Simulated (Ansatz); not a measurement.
Cost and result up the ladder for the cluster Ge3Te2 (5 atoms). Total charge 0; singlet. Geometry: PBE-D4/def2-SVP.

Cartesian coordinates in Å:
```
Ge -1.4312 -0.0813 0.0699
Ge 0.0518 -1.1413 -1.7298
Ge 1.3208 -0.4185 0.3750
Te -0.2697 0.0024 2.4349
Te 0.3283 1.6387 -1.1500
```

Ansatz on 4 threads of Arm Neoverse V2 on a shared host. Times are rough, and most runs start from the orbitals of an earlier one. No level here is sound enough to serve as a yardstick. Binding counts from free atoms at the same level (Ge triplet, Te triplet; other spins of the atoms weren't run), without zero-point energy or a counterpoise term.

In the def2 sets Te takes a core potential; there is no spin–orbit coupling. LC-ωPBE has ω = 0.4 bohr⁻¹. Correlated methods freeze 35 core orbitals; core or outer-core shells of Ge, Te are correlated, in sets that lack core-valence functions. The rows differ in basis, and correlated rows in double-zeta sets carry the largest basis error. Another isomer (singlet) lies 0.50 eV lower at PBE0-D4/def2-TZVP; other spin states weren't run for this one.

Correlated methods converge slowly with the basis, most of all in double-zeta sets.

| level | functions | wall time |
| --- | --- | --- |
| PBE-D4/def2-TZVP (with forces) | 244 | 5.5 s |
| LC-ωPBE/def2-TZVP | 244 | 8 s |
| r2SCAN-D4/def2-TZVP | 244 | 10 s |
| PBE0-D4/def2-TZVP | 244 | 15 s |
| ωB97M-V/def2-TZVP | 244 | 28 s |
| CCSD(T)/def2-SVP | 148 | 73 s |

Problem. Estimate what each level gives for the binding energy per atom (eV).

Solution. 
```json
{"level": "PBE-D4/def2-TZVP (with forces)", "binding energy per atom (eV)": "2.91", "remarks": "restricted SCF unstable in HF"}
{"level": "LC-ωPBE/def2-TZVP", "binding energy per atom (eV)": "2.38", "remarks": "restricted SCF unstable in HF"}
{"level": "r2SCAN-D4/def2-TZVP", "binding energy per atom (eV)": "2.76", "remarks": "restricted SCF unstable in HF"}
{"level": "PBE0-D4/def2-TZVP", "binding energy per atom (eV)": "2.74", "remarks": "restricted SCF unstable in HF"}
{"level": "ωB97M-V/def2-TZVP", "binding energy per atom (eV)": "2.53", "remarks": "restricted SCF unstable in HF"}
{"level": "CCSD(T)/def2-SVP", "binding energy per atom (eV)": "2.30", "remarks": "restricted SCF unstable"}
```
